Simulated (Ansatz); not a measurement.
`B[SiH](O)OC` + `C[SiH2][Se]C=O` → `B[Se][SiH2]C` + `CO[SiH](O)C=O`  (redistribution)

Gas-phase electronic energies from Ansatz, PBE0-D4/def2-TZVP geometries. CCSD(T)/CBS is the MP2 limit (def2-TZVPP, def2-QZVPP) plus CCSD(T) − MP2 in def2-TZVPP, frozen cores. DFT in def2-TZVPP. For Se outer-core shells are correlated without core-valence functions, which leaves a few kJ/mol of doubt a bond. Scalar relativity is left out up to krypton. One conformer a species, not always the lowest.

```tsv
level	ΔE (kcal/mol)	difference from CCSD(T)/CBS
r2SCAN-D4	-23.3	3.7
ωB97X-V	-25.5	1.5
B2PLYP	-25.0	2.0
r2SCAN	-23.2	3.8
HF/def2-TZVPP	-27.5	-0.5
CCSD/def2-TZVPP	-27.1	-0.1
CCSD(T)/def2-TZVPP	-26.7	0.3
HF/def2-QZVPP	-27.4	-0.4
MP2/CBS(def2)	-27.5	-0.5
CCSD/CBS(def2)	-27.5	-0.5
CCSD(T)/CBS	-27.0	0
```

Largest T1 diagnostic among the species: 0.014.

From PBE to PBE0 (25 % exact exchange), in def2-TZVPP and without D4, ΔE moves by −2.5 kcal/mol.
